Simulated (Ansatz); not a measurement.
Gas-phase electronic energies from Ansatz, PBE0-D4/def2-TZVP geometries. CCSD(T)/CBS is the MP2 limit (def2-TZVPP, def2-QZVPP) plus CCSD(T) − MP2 in def2-TZVPP, frozen cores. DFT in def2-TZVPP. B3LYP here is the variant with VWN-RPA as its local correlation; programs differ in this. One conformer a species, not always the lowest.

Consider the redistribution: `C[O][AlH][S][SiH3]` + `[SiH3][SiH2]S` → `C[O][AlH][SiH2][SiH3]` + `[SiH3]SS`.

```
             level  ΔE (kJ/mol)  difference from CCSD(T)/CBS
            PBE-D4        179.4                        -25.5
         r2SCAN-D4        201.2                         -3.7
           PBE0-D4        192.4                        -12.5
          B3LYP-D4        196.2                         -8.7
           ωB97X-V        201.5                         -3.4
           ωB97M-V        205.3                          0.4
            B2PLYP        203.1                         -1.8
               PBE        177.9                        -27.0
            r2SCAN        201.0                         -3.9
              PBE0        191.2                        -13.7
             B3LYP        193.8                        -11.1
     HF/def2-TZVPP        220.7                         15.8
    MP2/def2-TZVPP        217.9                         13.0
SCS-MP2/def2-TZVPP        213.2                          8.3
   CCSD/def2-TZVPP        207.2                          2.3
CCSD(T)/def2-TZVPP        204.4                         -0.5
     HF/def2-QZVPP        220.4                         15.5
    MP2/def2-QZVPP        218.1                         13.2
SCS-MP2/def2-QZVPP        213.9                          9.0
      HF/CBS(def2)        220.4                         15.5
     MP2/CBS(def2)        218.4                         13.5
    CCSD/CBS(def2)        207.7                          2.8
       CCSD(T)/CBS        204.9                            0
```

Largest T1 diagnostic among the species: 0.014.

From PBE to PBE0 (25 % exact exchange), in def2-TZVPP and without D4, ΔE moves by +13.2 kJ/mol.
